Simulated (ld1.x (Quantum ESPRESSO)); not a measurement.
## Transferability test, TM potential for Ru (Z = 44)

```
Element                 : Ru
Generator               : ld1.x (Quantum ESPRESSO) 7.5
Type                    : norm-conserving Troullier–Martins (Kleinman–Bylander form)
Functional              : LDA (PZ)
Relativity              : fully relativistic
Frozen core             : [Ar] 3d10
Valence charge          : 16
Reference configuration : 4s2 4p6 4d7 5s0 5p0 (charge +1)
Partial waves           : 4s (bound): rc 1.75 bohr; 4p (bound): rc 1.50 bohr; 4d (bound): rc 1.50 bohr
Local potential         : all-electron potential smoothed inside 1.30 bohr (lloc = -2)
Core correction         : a·sin(br)/r model core inside 0.85 bohr
```

Open shells are filled in proportion to 2j + 1 (rel_dist='average').

Energies are relative to the spin-unpolarised reference configuration 4s2 4p6 4d7 5s0 5p0; without spin polarisation the order of configurations can differ from experiment. The frozen-core shift is the all-electron ΔE with the core orbitals held at their reference shape minus the fully relaxed ΔE.

| valence configuration | charge | ΔE all-electron (eV) | error AE − PS (meV) | frozen-core shift (meV) |
| --- | --- | --- | --- | --- |
| 4s2 4p6 4d7 5s1 5p0 | 0 | -7.615 | +390 | 0.0 |
| 4s2 4p6 4d6 5s0 5p0 | +2 | 18.437 | +0.5 | +0.1 |
| 4s2 4p6 4d5 5s0 5p0 | +3 | 49.283 | +4.8 | +1.3 |
| 4s2 4p6 4d6 5s1 5p0 | +1 | 2.708 | +617 | +0.1 |
| 4s2 4p6 4d6 5s1 5p1 | 0 | -1.960 | +478 | +0.1 |
| 4s2 4p6 4d7.5 5s0.5 5p0 | 0 | -7.896 | +177 | 0.0 |

What are ΔE and the potential's error for 4s2 4p5 4d7 5s1 5p0?

ΔE = 44.972 eV all-electron; the error (AE − PS) is +693 meV.

Levels in the configuration 4s2 4p6 4d6 5s1 5p0:

```
   level  all-electron (eV)  pseudo (eV)
4s j=1/2            -87.572      -87.136
4p j=1/2            -59.930      -59.564
4p j=3/2            -56.455      -56.101
4d j=3/2            -15.833      -15.565
4d j=5/2            -15.470      -15.206
5s j=1/2            -12.121      -12.582
```

A Bessel basis up to 400 Ry misses an occupied level by 0.02 Ry, so cutoffs and ghosts were not judged.
